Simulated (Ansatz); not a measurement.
CH6SeSi (`[SiH3]C[SeH]`) at its PBE0-D4/def2-TZVP geometry, where that method's forces vanish. The species carries charge 0 and has multiplicity 1.

```xyz
9

Si   -0.8935    0.1754    0.5962
C     0.6929    0.5064   -0.3448
Se    1.1158   -0.9654   -1.5633
H    -2.0270    0.0581   -0.3542
H    -1.1689    1.2793    1.5583
H    -0.7547   -1.0945    1.3572
H     0.5701    1.3777   -0.9918
H     1.5431    0.6935    0.3116
H     0.9223   -2.0304   -0.5691
```

**Question.** What forces (eV/Å) does PBE-D4/def2-TZVPP give on these atoms in Ansatz 0.2.0? (Estimate.)

**Answer.** Ansatz gave: 
```
Si1 -0.030  0.009  0.016
C2  -0.053  0.048  0.113
Se3  0.116 -0.057 -0.421
H4  -0.118 -0.015 -0.093
H5  -0.037  0.112  0.108
H6   0.013 -0.130  0.076
H7  -0.016  0.167 -0.125
H8   0.166  0.054  0.133
H9  -0.041 -0.188  0.195
```
